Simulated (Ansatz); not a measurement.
Correlation energies of CH$_{7}$BClNSi, SMILES `NBC[SiH2]Cl` by basis set

Z-matrix (Å, degrees):
```
C
B 1 1.569
Si 1 1.860 2 111.9
H 1 1.096 2 111.2 3 -117.8
H 1 1.096 2 113.2 3 120.4
N 2 1.389 1 121.6 3 -92.1
H 2 1.200 1 120.7 3 85.9
Cl 3 2.067 1 109.4 2 66.6
H 3 1.484 1 112.0 2 -175.6
H 3 1.483 1 112.2 2 -52.1
H 6 1.005 2 122.8 1 177.3
H 6 1.007 2 123.4 1 0.9
```

Charge 0, multiplicity 1. Geometry: relaxed with PBE0-D4/def2-TZVP. It is one conformer, not always the lowest. Frozen core, restricted reference, Ansatz. CBS rows extrapolate triple and quadruple zeta; past MP2 they add the triple-zeta difference.

```csv
basis,HF (Eh),MP2 corr.,CCSD corr.,(T),CCSD(T) total
def2-TZVPP,-869.69762,?,?,?,?
def2-QZVPP,-869.72527,?,–,–,–
CBS(def2),-869.72907,-0.91134,-0.96986,as TZ,-870.73326
```

(1) Fill in the withheld values. (An estimate is asked.)

Answers

(1) The calculation gave: def2-TZVPP MP2 corr.: -0.80351; def2-TZVPP CCSD corr.: -0.86204; def2-TZVPP (T): -0.03433; def2-TZVPP CCSD(T) total: -870.59399; def2-QZVPP MP2 corr.: -0.86545.
